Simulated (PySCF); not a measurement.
**A survey of 17O NMR shifts**

[PySCF: shieldings: GIAO PBE0/pcSseg-1; PBE0-D3(BJ)/def2-SVP geometry; non-relativistic Hamiltonian; one averaged value for each set of equivalent atoms; one conformer; gas phase]

Shieldings were converted by a linear fit to measured shifts: 17O: δ = 263.91 − 0.892σ (rms 13.5 ppm, 141 shifts, 14.3 ppm with the 1 outlier that the fit left out vs liquid water, solution or neat liquid). A few per cent of atoms miss by over 2 rms, more outside the fitted compound classes.

Give the 17O shifts of `O[SiH2]N[SiH3]`, `C#Cc1oc2ccccc2p1`, `OCCOCCO`, `CC(C)O[SiH2][AsH2]`.

Answers


```csv
compound,environment,δ (ppm)
O[SiH2]N[SiH3],"oxygen bonded to Si, H",21.6
C#Cc1oc2ccccc2p1,aromatic ring oxygen,260.5
[OH:1][CH2:2][CH2:3][O:4][CH2:5][CH2:6][OH:7],O4: ether oxygen,-5.4
[OH:1][CH2:2][CH2:3][O:4][CH2:5][CH2:6][OH:7],O1/7: alcohol oxygen (×2),-10.5
CC(C)O[SiH2][AsH2],"oxygen bonded to C, Si",18.3
```

Relativistic effects, spin–orbit coupling among them, are left out; they matter for the fourth-row atoms present and their neighbours.
